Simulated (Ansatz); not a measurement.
`C[SiH2]B(O)O` + `[SiH3]S` → `C[SiH2]S[SiH3]` + `OBO`  (cleavage of the Si–B bond)

Calculated with Ansatz (gas phase, PBE0-D4/def2-TZVP geometries, no zero-point term in ΔE). CBS: MP2 limit from def2 TZ/QZ plus the TZ coupled-cluster correction, frozen cores. This one scheme is used for every species. DFT in def2-TZVPP. One conformer a species, not always the lowest.

CCSD(T)/CBS gives -103.6 kJ/mol.

Q: Another level gave -103.3 kJ/mol. Which?
A. ωB97M-V/def2-TZVPP
B. MP2/def2-TZVPP
C. PBE0/def2-TZVPP
D. PBE/def2-TZVPP

A: A. ωB97M-V -103.3, PBE0 -96.1, MP2/def2-TZVPP -111.2, PBE -89.5 kJ/mol.

Largest T1 diagnostic among the species: 0.013.

From PBE to PBE0 (25 % exact exchange), in def2-TZVPP and without D4, ΔE moves by −6.5 kJ/mol. The D4 term adds −5.1 kJ/mol with B3LYP and −2.7 kJ/mol with PBE0; it sums over pairs of atoms, weighted by their polarisabilities, and B3LYP, whose exchange is more repulsive, gets the larger term.

B3LYP here is the variant with VWN-RPA as its local correlation; programs differ in this.
